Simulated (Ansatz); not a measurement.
`[GeH3][SiH]1CS1` and `I[SiH]1CS1` differ in one atom or group.

Ansatz, PBE0-D4/def2-TZVP geometries, multiplicity 1. 

Elements past krypton have def2 core potentials. Scalar relativity is left out up to krypton. Spin–orbit coupling is left out; it splits and shifts lone-pair levels of the heavy atoms by tenths of an eV.

| property | `[GeH3][SiH]1CS1` |
| --- | --- |
| HOMO energy (PBE0/def2-TZVPP) / eV | -6.87 |
| LUMO energy (ωB97M-V/def2-TZVPP) / eV | 1.08 |
| size of the dipole moment (PBE/def2-TZVPP) / D | 1.61 |
| HOMO energy (PBE/def2-TZVPP) / eV | -5.70 |
| LUMO energy (B3LYP/def2-TZVPP) / eV | -0.88 |
| HOMO energy (ωB97M-V/def2-TZVPP) / eV | -9.00 |

Question: Give the same properties after the change, and the shifts. (An estimate is asked.)

Answer: The calculation gave: 
```csv
property,`I[SiH]1CS1`,shift
HOMO energy (PBE0/def2-TZVPP) / eV,-7.23,-0.36
LUMO energy (ωB97M-V/def2-TZVPP) / eV,0.81,-0.27
size of the dipole moment (PBE/def2-TZVPP) / D,1.32,-0.29
HOMO energy (PBE/def2-TZVPP) / eV,-6.05,-0.35
LUMO energy (B3LYP/def2-TZVPP) / eV,-1.27,-0.39
HOMO energy (ωB97M-V/def2-TZVPP) / eV,-9.36,-0.36
```

Dipoles are sizes alone; their direction can turn.

B3LYP here is the variant with VWN-RPA as its local correlation; programs differ in this.
